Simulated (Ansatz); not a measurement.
Species: HgI$_{2}$, charge 0, singlet. HgI2 (SMILES [I][Hg][I]).
B3LYP-D3(BJ)/def2-TZVP minimum from Ansatz (a quantum-chemistry and plane-wave program):
```
Hg
I 1 2.6116
I 1 2.6116 2 180.00
```

Total energies in def2-SVP, 26 correlated electrons, 22 frozen orbitals. Open shells are spin-unrestricted; no spin-orbit coupling. Cores are frozen in correlated methods (noble-gas shells, and filled d and f shells in the p block). Past Kr the def2 sets carry scalar-relativistic core potentials. Spin-orbit terms, left out, reach several kcal/mol for Br and I, and more for heavier atoms.

```tsv
method	program	energy (Eh)	minus CCSDT(Q) (mEh)
HF	Ansatz	-745.91616	494.30
MP2	Ansatz	-746.39770	12.75
CCSD	Ansatz	-746.39883	11.63
CCSD(T)	Ansatz	-746.40919	1.27
CCSDT(Q)	Ansatz	-746.41045	0.00
```

Rough core times of Ansatz's runs on a shared machine: CCSD(T) under 20 s, CCSDT(Q) 6 min.
